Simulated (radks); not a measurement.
Valence configurations of Ni3+ (all share [Ar]). All-electron calculation, scalar-relativistic Kohn-Sham, PBE, spin-polarised, spherical densities, finite nucleus; open shells are filled with parallel spins first; Fermi nuclear charge, rms radius 3.7757 fm. Program: a radial shooting solver on a logarithmic mesh with Libxc functionals. Energies are relative to 3d7; eigenvalues in eV for spin up.

valence,E (eV),moment (Bohr magnetons),e(3d),e(4p),e(4s)
3d7,0.000,3,-48.513,-,-
3d5 4p2,47.709,7,-68.522,-32.357,-
3d4 4s1 4p2,77.607,7,-77.494,-34.658,-44.476
3d6 4p1,21.420,5,-58.250,-29.253,-
3d3 4s1 4p3,124.27,7,-87.946,-37.367,-47.731
3d2 4s1 4p4,183.56,5,-98.946,-39.532,-50.396
3d6.5 4p0.5,10.132,4,-53.308,-27.601,-
3d2 4s2 4p3,172.92,5,-97.905,-39.054,-49.833
3d6 4s1,12.758,5,-57.039,-,-37.254
3d6.5 4s0.5,5.954,4,-52.688,-,-35.618

NIST lists [Ar] 3d7 as the ground configuration; this level of theory agrees among the configurations tried. The energies are those of spherical high-spin densities, not of single terms.
